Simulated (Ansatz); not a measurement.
Basis-set series for `[NH2][In]([F])[F]`. Charge 0, multiplicity 1. In takes the def2 core potential. The geometry is a stationary point of PBE0-D4/def2-TZVP. It is one conformer, not always the lowest.

| functional | basis | functions | energy (Eh) | HOMO (eV) | LUMO (eV) |
| --- | --- | --- | --- | --- | --- |
| PBE0-D4 | def2-TZVPP | 171 | -445.70590 | -8.41 | -2.25 |
| PBE0-D4 | def2-QZVPP | 313 | -445.72364 | -8.46 | -2.34 |
| ωB97M-V | def2-TZVPP | 171 | -445.83955 | -10.77 | -0.34 |
| ωB97M-V | def2-QZVPP | 313 | -445.85636 | -10.82 | -0.56 |

Problem. Give the rows for def2-SVP. (Best estimate.)

Solution. Computed: 
| functional | basis | functions | energy (Eh) | HOMO (eV) | LUMO (eV) |
| --- | --- | --- | --- | --- | --- |
| PBE0-D4 | def2-SVP | 78 | -445.36478 | -8.15 | -2.02 |
| ωB97M-V | def2-SVP | 78 | -445.49030 | -10.48 | -0.02 |
